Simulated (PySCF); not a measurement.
Compound: H6N2Pb.
Atom-mapped SMILES: `[NH2:1][PbH2:2][NH2:3]` (hydrogens: H4, H5 on N1; H6, H7 on Pb2; H8, H9 on N3)

Structure used (PBE0-D3(BJ)/def2-SVP), in Å, numbered top down from 1:
```
atom  x, y, z in Å
N1    -1.5752    0.4355   -0.3996
Pb2    0.0974   -0.5831    0.5203
N3     1.8997    0.3328   -0.2122
H4    -2.2900   -0.2568   -0.6313
H5    -2.0102    1.0576    0.2837
H6     0.1155   -0.3817    2.2741
H7     0.1032   -2.2473   -0.0531
H8     1.9142    0.2117   -1.2271
H9     1.8239    1.3422   -0.0702
```

Theory: PBE0-D3(BJ)/def2-SVP geometry optimisation, gas phase, def2 core potentials past Kr in PySCF 2.14.0.

Take the most abundant isotopes and a rigid rotor. The values belong to one conformer with, in the numbering `[NH2:1][PbH2:2][NH2:3]`, H–N1–Pb2–N3 141° and -104°, N1–Pb2–N3–H -61° and 52°.

(1) Give the principal moments of inertia and the rotational constants in MHz.

(2) What kind of rotor is it?

(3) What does the inertial defect say?

(4) Which lines would a microwave search look for?

Results:

(1) Ia = 57.30, Ib = 108.33, Ic = 151.55 u·Å²; 505379 MHz·u·Å²/I gives A = 8820, B = 4665, C = 3335 MHz.

(2) An asymmetric top: κ = (2 × 4665 − 8820 − 3335)/(8820 − 3335) ≈ -0.51.

(3) Not planar: Δ = Ic − Ia − Ib = -14.08 u·Å². For a rigid frame Δ = −2 Σ m c², so Σ m c² = 7.04 u·Å² lies off the ab plane: 7.03 from hydrogen and 0.01 from heavier atoms. The atom farthest from that plane is 1.51 Å away.

(4) The dipole components are |μa| = 1.60 D, |μb| = 0.43 D, |μc| = 0.32 D. Intensities carry the squares of the components, which stand as 1.00 : 0.07 : 0.04 (a : b : c). Some of the stronger lines:

```
type  branch         J(Ka,Kc)    MHz  lower level (cm⁻¹)
   a       Q  1(1,0) ← 1(1,1)   1331               0.405
   c       Q  2(1,2) ← 2(0,2)   3095               0.791
   a       Q  2(1,1) ← 2(1,2)   3992               0.895
   a       R  1(0,1) ← 0(0,0)   8000               0.000
   b       R  2(0,2) ← 1(1,1)  11574               0.405
   b       Q  2(2,0) ← 2(1,1)  12734               1.028
   a       R  2(1,2) ← 1(1,1)  14669               0.405
   a       R  2(0,2) ← 1(0,1)  15728               0.267
   b       Q  2(2,1) ← 2(1,2)  16454               0.895
   a       R  2(1,1) ← 1(1,0)  17331               0.450
   b       R  2(1,2) ← 1(0,1)  18824               0.267
   c       R  2(1,1) ← 1(0,1)  22815               0.267
   b       R  2(2,1) ← 1(1,0)  29793               0.450
```

PBE0-D3(BJ)/def2-SVP frequencies: not computed here. Zero-point vibration and centrifugal distortion are left out. A rigid rotor knows nothing of inversion at nitrogen, which can split or shift real lines. Quadrupole hyperfine structure (14N) is left out.
